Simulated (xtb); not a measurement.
ZnHI, SMILES [ZnH][I]. All values are semi-empirical tight-binding results from xtb (GFN2-xTB unless named), good for trends rather than for accurate numbers. Geometry: GFN2-xTB.

Optimised geometry:

```xyz
3

Zn     0.0000     0.0000    -1.5166
H      0.0000     0.0000    -2.9816
I      0.0000     0.0000     0.9147
```

For metal compounds this method's bond lengths and energies can be far off.

```
Item                                            Value
-------------------------------------  --------------
point group as xtb finds it                       C∞v
orbital gap                                   7.07 eV
zero-point energy                        3.6 kcal/mol
G − E(el) at 298.15 K (modified RRHO)  -12.9 kcal/mol
```

Q: Give the atomic charges and the Wiberg bond orders between heavy atoms. (Estimate from the structure and the level; the computed values follow.)

A: charges (e) Zn1 0.23, H2 -0.05, I3 -0.17. Bond orders Zn1–I3 1.09.
